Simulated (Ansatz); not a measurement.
Reaction (silylene loss): `F[SiH]([SiH3])[SiH2]Cl` → `F[SiH2][SiH2]Cl` + `[SiH2]`

Isolated molecules relaxed with PBE0-D4/def2-TZVP in Ansatz; ΔE leaves out vibrations. CBS: MP2 limit from def2 TZ/QZ plus the TZ coupled-cluster correction, frozen cores. This one scheme is used for every species. DFT in def2-TZVPP. Each species was taken in one conformer, which may not be the lowest.

```tsv
level	ΔE (kJ/mol)
ωB97M-V	229.2
CCSD/def2-TZVPP	222.7
```

(1) What does CCSD(T)/CBS give? (An estimate is asked.)

Largest T1 diagnostic among the species: 0.014.

Results:

(1) Computed: +236.3 kJ/mol. The listed levels differ from it by -7.1, -13.6 kJ/mol.

The D4 term adds +15.7 kJ/mol with B3LYP and +8.8 kJ/mol with PBE0; it sums over pairs of atoms, weighted by their polarisabilities, and B3LYP, whose exchange is more repulsive, gets the larger term. In def2-TZVPP, CCSD(T) changes the Hartree–Fock value by +22.7 kJ/mol (the triples alone add +6.0 kJ/mol) and MP2 by +36.9 kJ/mol. From PBE to PBE0 (25 % exact exchange), in def2-TZVPP and without D4, ΔE moves by +5.0 kJ/mol.

B3LYP here is the variant with VWN-RPA as its local correlation; programs differ in this.
